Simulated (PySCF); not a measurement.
cyclohexanol (SMILES C1CCCC(O)C1)

Geometry:
| atom | x (Å) | y (Å) | z (Å) |
| --- | --- | --- | --- |
| O1 | 2.447 | 0.743 | 0.008 |
| C2 | 1.129 | 0.356 | 0.303 |
| C3 | 0.099 | 1.256 | -0.373 |
| C4 | -1.330 | 0.843 | -0.038 |
| C5 | -1.580 | -0.623 | -0.375 |
| C6 | -0.558 | -1.529 | 0.304 |
| C7 | 0.870 | -1.109 | -0.033 |
| H8 | 2.571 | 0.647 | -0.943 |
| H9 | 1.030 | 0.482 | 1.397 |
| H10 | 0.252 | 1.193 | -1.468 |
| H11 | 0.293 | 2.303 | -0.089 |
| H12 | -1.508 | 1.002 | 1.041 |
| H13 | -2.049 | 1.490 | -0.565 |
| H14 | -2.603 | -0.915 | -0.088 |
| H15 | -1.514 | -0.760 | -1.470 |
| H16 | -0.700 | -1.480 | 1.399 |
| H17 | -0.723 | -2.581 | 0.021 |
| H18 | 1.048 | -1.251 | -1.116 |
| H19 | 1.608 | -1.735 | 0.493 |

Computed, not measured: quadratic response CAM-B3LYP/aug-cc-pVDZ first hyperpolarisability, Taylor convention, gas phase (PySCF). Geometry: PBE0-D3(BJ)/def2-SVP.

**Question.** Give the tensor of the static β(0;0,0) in the axes of these coordinates.

**Answer.** In au, Taylor convention; rows are the first index (the induced dipole):
```
      xx    yy     zz     xy    xz    yz
x  +35.1  -2.3   -3.7  +18.2  +6.2  +1.1
y  +18.2  -4.3   +1.4   -2.3  +1.1  +6.0
z   +6.2  +6.0  +27.9   +1.1  -3.7  +1.4
```
Norm of βᵢ = ⅓ Σⱼ (βᵢⱼⱼ + βⱼᵢⱼ + βⱼⱼᵢ): 51.8 au, hyper-Rayleigh value 22.8 au.
